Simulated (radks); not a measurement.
The numbers below are computed, except where a source is named.
Valence configurations of O+ (all share [He]). Level of theory: non-relativistic Kohn-Sham, PBE, spin-polarised, spherical densities, point nucleus; open shells are filled with parallel spins first (a radial shooting solver on a logarithmic mesh with Libxc functionals). Energies are relative to 2s2 2p3; eigenvalues in eV for spin up.

| valence | E (eV) | moment (Bohr magnetons) | e(2p) | e(2s) |
|---|---|---|---|---|
| 2s2 2p3 | 0.000 | 3 | -26.369 | -41.520 |
| 2s1 2p4 | 14.956 | 3 | -26.668 | -41.960 |
| 2s1.5 2p3.5 | 7.495 | 3 | -26.519 | -41.741 |
| 2p5 | 34.161 | 1 | -25.548 | - |
| 2s0.5 2p4.5 | 25.071 | 2 | -26.200 | -41.467 |

NIST lists [He] 2s2 2p3 as the ground configuration; this level of theory agrees among the configurations tried. The energies are those of spherical high-spin densities, not of single terms.
